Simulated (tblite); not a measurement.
Start geometry of `O=CC#CC#C[SiH2]O` from a force field or distance geometry (Å):
```
atom  x, y, z in Å
O1     4.533   -1.499   -1.164
C2     4.115   -0.832   -0.226
C3     2.728   -0.558   -0.054
C4     1.549   -0.309    0.069
C5     0.049   -0.015    0.258
C6    -1.123    0.223    0.379
Si7   -2.934    0.591    0.573
O8    -3.595    1.162   -0.829
H9     4.788   -0.426    0.561
H10   -3.155    1.592    1.646
H11   -3.660   -0.651    0.945
H12   -3.292    0.721   -1.640
```

What comes out of this run: GFN2-xTB geometry optimisation, gas phase (tblite)?

```
atom  x, y, z in Å
O1     4.4897   -1.4598   -1.1428
C2     4.0068   -0.8313   -0.2358
C3     2.6273   -0.5537   -0.0569
C4     1.4465   -0.3127    0.1013
C5     0.1328   -0.0407    0.2683
C6    -1.0504    0.1998    0.4041
Si7   -2.8659    0.5543    0.5857
O8    -3.4564    1.1811   -0.7891
H9     4.6318   -0.3946    0.5721
H10   -3.0816    1.6343    1.5342
H11   -3.4900   -0.7288    0.9139
H12   -3.3893    0.7514   -1.6370
```

The energy falls by 15.9 kcal/mol over 37 L-BFGS steps, the largest force on an atom goes from 5.30 to 0.009 eV/Å, and the atoms move by 0.119 Å rms after alignment. The bond that changes most is C4–C5 (both ends alkyne carbon), which shortens by 0.188 Å. Bonds longer at the end by more than 0.005 Å: 1 of 11; shorter: 7. Among the angles that change most is Si7–O8–H12, from 115.3° to 123.7°. Among the dihedrals that turn most is H11–Si7–O8–H12, from -80° to -61°. Rotational constants go from 10118, 400.6, 389.9 to 10387, 420.6, 409.4 MHz. The orientation of the end geometry is arbitrary; only internal coordinates are fixed.

Its GFN2-xTB frequencies are all real (lowest 21 cm⁻¹). One conformer, not necessarily the lowest.

These are computed values.
